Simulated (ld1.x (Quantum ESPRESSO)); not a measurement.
## Before and after: TM potential for Bi (Z = 83)

- Element: bismuth (Bi)
- Generator: ld1.x (Quantum ESPRESSO) 7.5
- Type: norm-conserving Troullier–Martins (Kleinman–Bylander form)
- Functional: LDA (PZ)
- Relativity: scalar-relativistic
- Frozen core: [Xe] 4f14
- Valence charge: 15
- Reference configuration: 5d10 6s2 6p2.5 (charge +0.5)
- Partial waves: 6p (bound): rc 2.55 bohr; 5d (bound): rc 1.75 bohr; 6s (bound): rc 1.85 bohr
- Local potential: the s channel
- Core correction: a·sin(br)/r model core, default radius (core density twice the valence density)

All-electron outer shells of the reference configuration (LDA (PZ), scalar-relativistic, ld1.x):

```tsv
shell	level (eV)	outermost node (bohr)	outermost maximum (bohr)
4f	-156.87	–	0.34
5p	-99.87	0.48	0.86
5d	-31.08	0.51	1.03
6s	-18.46	0.98	1.86
6p	-8.11	1.14	2.41
```

Change: all radii but the core radius scaled by about 1.17 (s 2.16, p 2.98, d 2.04 bohr).

Cutoffs: the cutoffs (Ry, on a coarse ladder) from which the occupation-weighted sum of valence levels, in a spherical-Bessel basis at the reference potential, stays within 10 and 1 mRy of its value at 400 Ry; they do not see the model core or the augmentation charge, which bear on the density cutoff. Errors are all-electron minus pseudo energies relative to the spin-unpolarised reference configuration.

Task: What does the change do?

Result: The potential gets neither clearly harder nor softer (55 Ry and 90 Ry → 50 Ry and 90 Ry); the d channel sets the loose cutoff, while the largest relative change is in p, which becomes softer; the number of tests with a reliable result goes from 9 to 8; of the 8 tests that both files solve, the error grows in 1 and shrinks in 5 by more than 15 % and 0.3 meV (median size 5.5 → 2.5 meV); neither file shows a bound ghost.

| quantity | base | changed |
| --- | --- | --- |
| cutoff, loose | 55 Ry | 50 Ry |
| cutoff, tight | 90 Ry | 90 Ry |
| loose cutoff by channel (10 mRy a level) | p 10 Ry, d 50 Ry, s 21 Ry | p 6 Ry, d 45 Ry, s 18 Ry |
| bound ghosts | none | none |
| tests with a reliable result | 9 of 9 | 8 of 9 |
| error for 5d10 6s2 6p2, meV [ΔE 4.95 eV] | -2.1 | -2.1 |
| error for 5d10 6s2 6p1, meV [ΔE 20.51 eV] | -9.0 | -12 |
| error for 5d10 6s2 6p3.3, meV [ΔE -4.36 eV] | +2.6 | +2.8 |
| error for 5d10 6s1 6p4, meV [ΔE 6.97 eV] | -5.3 | -0.4 |
| error for 5d9 6s2 6p3, meV [ΔE 30.24 eV] | -203 | -135 |
| error for 5d10 6s1 6p3, meV [ΔE 15.84 eV] | -4.7 | +1.3 |
| error for 5d10 6s2 6p2.5 (spin-polarised), meV [ΔE -0.78 eV] | +5.8 | -2.8 |
| error for 5d10 6s2 6p3 (spin-polarised), meV [ΔE -4.23 eV] | +9.1 | -0.9 |
